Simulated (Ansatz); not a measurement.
## Energy profile

The step: InCl₃ ([Cl][In]([Cl])[Cl]) + HBr → InBrCl₂ ([Cl][In]([Cl])[Br]) + HCl (still joined by a long In–Cl bond); bonds formed: Cl2–H5; dative contacts that become bonds: In1–Br6; bonds broken: H5–Br6; bonds weakened to dative contacts: In1–Cl2 (atoms numbered as in the saddle structure below).

In1  (-0.631, -0.354, 0.119)
Cl2  (0.065, 1.914, -0.556)
Cl3  (-1.504, -1.567, -1.624)
Cl4  (-1.404, -0.437, 2.278)
H5  (1.415, 0.942, -0.309)
Br6  (2.060, -0.498, 0.092)
(Å)

Electronic energies by CCSD(T) at an estimated basis limit (MP2 extrapolated from triple and quadruple zeta, plus CCSD(T) − MP2 in triple zeta), on PBE0-D4/def2-TZVP structures; InHBrCl₃, singlet; no counterpoise correction. Program: Ansatz 0.2.0. Basis: def2-TZVPP and def2-QZVPP. Cores are frozen in the correlated methods. Filled d shells of the heavier atoms are correlated. Core potentials replace the inner electrons of the atoms past krypton. The def2 sets are not built for correlating such inner shells, so the correlated values are less sure here. Extrapolation: Hartree–Fock as exp(−7.88 √X), correlation as X^−2.97.

Q: Give the profile in eV, counted from the separated reactants. (To be estimated.)

A: By the calculation:
```tsv
point	eV
separated: InCl₃ (linked as [Cl][In]([Cl])[Cl]; In1, Cl2, Cl3, Cl4; singlet) + HBr (H5, Br6; singlet)	0.000
start structure	-0.456
saddle	-0.214
end structure	-0.626
separated: InBrCl₂ (linked as [Cl][In]([Cl])[Br]; In1, Cl3, Cl4, Br6; singlet) + HCl (Cl2, H5; singlet)	-0.228
```
The saddle lies below the separated reactants: the barrier is submerged.

T1 diagnostic: at most 0.013.

For scale, one of the runs: CCSD(T)/def2-TZVPP, 238 basis functions, launched by `ansatz run in.yaml --threads 8 --pin off --events-out ev --progress --plain --max-ram 19148MiB`. Hardware: 8 CPU threads of an Arm Neoverse V1, shared host. Wall time 3 min; peak host memory 4.6 GiB.
